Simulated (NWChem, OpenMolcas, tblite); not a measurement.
## SnCl2F2 (SMILES [F][Sn]([F])([Cl])[Cl]): methods side by side

SnCl2F2: 5 atoms, total charge 0, spin state singlet. SMILES: `[F][Sn]([F])([Cl])[Cl]`. Geometry: relaxed at PBE0-D4/def2-TZVP.

Quantity: the electronic atomisation energy, in eV. The values are calculated. Electronic energies at fixed atoms, without zero-point motion or spin-orbit coupling.

```csv
level,kind,program,value (eV),less CCSD(T)/def2-SVP,CPU time (all runs)
GFN1-xTB,semi-empirical,tblite,16.72,+2.69,2.4 s
HF/def2-SVP (core potential),Hartree–Fock,NWChem,9.86,-4.17,25 s
SVWN5/def2-SVP (core potential),LDA,OpenMolcas,18.44,+4.41,36 s
PBE/def2-SVP (core potential),GGA,NWChem,15.74,+1.71,32 s
M06-L/def2-SVP (core potential),meta-GGA,OpenMolcas,15.74,+1.71,63 s
BHLYP/def2-SVP (core potential),global hybrid,OpenMolcas,13.76,-0.27,32 s
PBE0/def2-SVP (core potential),global hybrid,NWChem,14.91,+0.88,25 s
MP2/def2-SVP (core potential),perturbation theory,NWChem,15.01,+0.98,49 s
CCSD(T)/def2-SVP (core potential),coupled cluster or CI,NWChem,14.03,0.00,3.3 min
```

Differences are taken from CCSD(T)/def2-SVP (core potential) for orientation; it has basis-set and higher-order errors of its own. The values span 9.86 to 18.44 eV. In the correlated wave-function rows the outer d shell of Sn is correlated, in sets not made for it. Times are those of the runs behind each value, whatever else they computed, on shared processors of several kinds: orders of magnitude only.
